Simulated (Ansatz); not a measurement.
Reaction (cleavage of the Si–Si bond): `[SiH3][SiH2][InH2]` + `[OH][Ge][OH]` → `[OH][Ge][O][SiH3]` + `[SiH3][InH2]`

Gas-phase electronic energies from Ansatz, PBE0-D4/def2-TZVP geometries. CBS: MP2 limit from def2 TZ/QZ plus the TZ coupled-cluster correction, frozen cores. DFT in def2-TZVPP. B3LYP here is the variant with VWN-RPA as its local correlation; programs differ in this. def2 core potentials past Kr. For Ge, In outer-core shells are correlated without core-valence functions, which leaves a few kJ/mol of doubt a bond. Scalar relativity is left out up to krypton. Each species was taken in one conformer, which may not be the lowest.

**Question.** Is it downhill or uphill in electronic energy at CCSD(T)/CBS, and by how much? (Estimate.)

**Answer.** Ansatz gave: Downhill: ΔE = -22.4 kcal/mol.

**Question.** What do these levels give: B3LYP-D4, PBE0, CCSD(T)/def2-SVP, MP2/def2-TZVPP, CCSD(T)/def2-TZVPP, SCS-MP2/def2-QZVPP? (An estimate is asked.)

**Answer.** The calculation gave: B3LYP-D4 -22.8, PBE0 -18.8, CCSD(T)/def2-SVP -22.9, MP2/def2-TZVPP -24.2, CCSD(T)/def2-TZVPP -23.0, SCS-MP2/def2-QZVPP -25.5 kcal/mol.

Largest T1 diagnostic among the species: 0.015.

Leaving LDA and LC-ωPBE aside and taking each functional with its dispersion term where it has one, the values, not all of them listed here, spread over 8.7 kcal/mol, from BHLYP-D4 to PBE-D4. In def2-TZVPP, CCSD(T) changes the Hartree–Fock value by +6.5 kcal/mol (the triples alone add +0.9 kcal/mol) and MP2 by +5.3 kcal/mol. From PBE to PBE0 (25 % exact exchange), in def2-TZVPP and without D4, ΔE moves by −1.9 kcal/mol.
